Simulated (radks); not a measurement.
The caesium anion Cs-, [Xe] 6s2, held by a Watson sphere: a shell of charge +1 at radius R that stands for the Madelung well of a crystal (potential energy -1/R inside, -1/r outside, in hartree with lengths in bohr). Method: scalar-relativistic Kohn-Sham, PBE, spin-polarised, spherical densities, point nucleus; computed with a radial shooting solver on a logarithmic mesh with Libxc functionals. Response by self-consistent Sternheimer equations with the Hartree and adiabatic LDA kernel, the relativistic mass of each level held fixed and spin-orbit coupling left out. The sphere does not respond.

| R (bohr) | e(5s) (eV) | e(5p) (eV) | e(6s) (eV) | <r> 6s (bohr) | sum of <r^2> (bohr^2) | X-ray form factor at sin(theta)/lambda = 0.1 1/angstrom | alpha (bohr^3) |
|---|---|---|---|---|---|---|---|
| 3.75 | -27.677 | -14.540 | -3.080 | 5.070 | 109.9 | 50.718 | 297.2 |
| 4.64 | -26.885 | -13.728 | -2.923 | 5.331 | 115.9 | 50.654 | 356.1 |
| 5.12 | -26.616 | -13.449 | -2.817 | 5.489 | 119.6 | 50.628 | 398.6 |
| 5.27 | -26.548 | -13.377 | -2.783 | 5.539 | 120.8 | 50.620 | 413.1 |
| 5.46 | -26.469 | -13.295 | -2.739 | 5.603 | 122.4 | 50.612 | 432.3 |
| 5.48 | -26.461 | -13.287 | -2.734 | 5.609 | 122.5 | 50.611 | 434.4 |
